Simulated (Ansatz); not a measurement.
Gas-phase electronic energies from Ansatz, PBE0-D4/def2-TZVP geometries. CCSD(T)/CBS is the MP2 limit (def2-TZVPP, def2-QZVPP) plus CCSD(T) − MP2 in def2-TZVPP, frozen cores. DFT in def2-TZVPP. B3LYP here is the variant with VWN-RPA as its local correlation; programs differ in this. For Br, Ga, Se outer-core shells are correlated without core-valence functions, which leaves a few kJ/mol of doubt a bond. Scalar relativity is left out up to krypton. One conformer a species, not always the lowest.

`[NH2][GaH][Br]` + `[AlH2][SeH]` → `[NH2][GaH][SeH]` + `[AlH2][Br]`  (redistribution)

`[NH2][GaH][Br]`:

Cartesian coordinates in Å:
```
N 0.822 -0.513 0.347
Ga -0.705 0.162 -0.325
Br -0.854 2.446 -0.178
H 1.047 -1.493 0.363
H 1.543 0.060 0.751
H -1.852 -0.661 -0.958
```

`[AlH2][SeH]`:

Cartesian coordinates in Å:
```
Al 0.044 0.371 -0.596
Se -0.951 -0.399 1.347
H -0.805 1.381 -1.465
H 1.496 -0.129 -0.970
H 0.216 -1.224 1.684
```

`[NH2][GaH][SeH]`:

Z-matrix (Å, degrees):
```
N
Ga 1 1.809
H 1 1.005 2 123.5
H 1 1.005 2 124.2 3 -179.7
Se 2 2.330 1 115.0 3 -179.9
H 2 1.554 1 121.8 3 0.0
H 5 1.467 2 92.2 1 -179.2
```

`[AlH2][Br]`:

Cartesian coordinates in Å:
```
Al -0.181 -0.071 0.047
Br 1.861 0.732 -0.481
H -0.704 0.174 1.513
H -0.977 -0.835 -1.078
```

```csv
level,ΔE (kcal/mol),difference from CCSD(T)/CBS
B3LYP-D4,-2.1,0.4
BHLYP-D4,-2.1,0.4
ωB97X-V,-1.9,0.6
CAM-B3LYP,-2.1,0.4
LC-ωPBE,-2.0,0.5
HF/def2-SVP,-1.6,0.9
MP2/def2-SVP,-1.9,0.6
CCSD/def2-SVP,-1.7,0.8
SCS-MP2/def2-TZVPP,-2.2,0.3
HF/def2-QZVPP,-1.7,0.8
CCSD(T)/CBS,-2.5,0
```

Largest T1 diagnostic among the species: 0.012.

Leaving LDA and LC-ωPBE aside and taking each functional with its dispersion term where it has one, the values, not all of them listed here, spread over 0.5 kcal/mol, from CAM-B3LYP-D4 to B97M-V. At CCSD(T), def2-SVP lies +0.8 kcal/mol from the extrapolated value and def2-TZVPP +0.4 kcal/mol.
